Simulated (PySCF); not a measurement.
InCl₂, SMILES [Cl][In][Cl], multiplicity 2. The structure is a stationary point at r2SCAN-D4/def2-TZVP. The spin state was assumed, not searched. The isomer is the one that the SMILES or the coordinates give; other isomers of the formula were not compared. The def2 effective core potentials stand for the cores of In; spin–orbit coupling is left out.

Level of theory: PySCF with r2SCAN-D4/def2-TZVP.

Harmonic wavenumbers (cm⁻¹): 84, 319, 346. Rotational constants (GHz): 7.850, 1.747, 1.429; symmetry number 2.

Problem. Work out the zero-point energy and the ideal-gas rigid-rotor harmonic-oscillator thermochemistry at 298.15 K and 1 atm.

Solution. ZPE = ½ Σ hcν = ½ × 749 cm⁻¹ = 1.07 kcal/mol. H − E(el) = 4.40 kcal/mol. Entropy in cal/(mol K): translation 41.56, rotation 25.82, vibration 6.30, spin 1.38, total 75.06. G − E(el) = -17.98 kcal/mol. Cp = 13.13 cal/(mol K). Modes under 150 cm⁻¹ make the vibrational entropy uncertain.
